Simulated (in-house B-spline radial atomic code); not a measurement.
Configurations of Ar, with energies counted from [Ne] 3s2 3p6. All numbers are computed (scalar-relativistic (X2C) r2SCAN, spin-polarised, spherical fractional occupations; Fermi nucleus of rms radius 3.4274 fm) with an all-electron radial atomic-structure program (B-spline basis), not measured. Shells without spins written out take the highest spin.

Occupations are held fixed; configurations that lie above the ionisation limit could autoionise.

| configuration | E - E(ref) (eV) | highest orbital | its <r> (bohr) |
| --- | --- | --- | --- |
| [Ne] 3s2 3p(2 up, 3 down) 4p(0 up, 1 down) | 13.539 | 4p down | 7.057 |
| [Ne] 3s(1 up, 0 down) 3p6 4p(1 up, 0 down) | 28.705 | 4p up | 6.998 |
| [Ne] 3s1 3p6 3d1 | 29.505 | 3d up | 7.914 |
| [He] 2s2 2p5 3s2 3p6 4s1 | 247.13 | 4s up | 5.051 |
| [He] 2s2 2p5 3s2 3p6 3d1 | 249.52 | 3d up | 8.118 |

(1) Order these further configurations by energy, lowest first.
A. [Ne] 3s2 3p5 4d1
B. [He] 2s2 2p5 3s2 3p6 4p1
C. [Ne] 3s2 3p5 3d1
D. [He] 2s2 2p(2 up, 3 down) 3s2 3p6 4d(1 up, 0 down)
E. [Ne] 3s1 3p6 4s1

(2) How far above the reference does [Ne] 3s1 3p6 4d1 lie?

Answers

(1) C (14.371 eV), A (14.927 eV), E (27.175 eV), B (248.66 eV), D (250.07 eV).

(2) 30.073 eV; its least bound orbital is 4d up with <r> = 13.91 bohr.
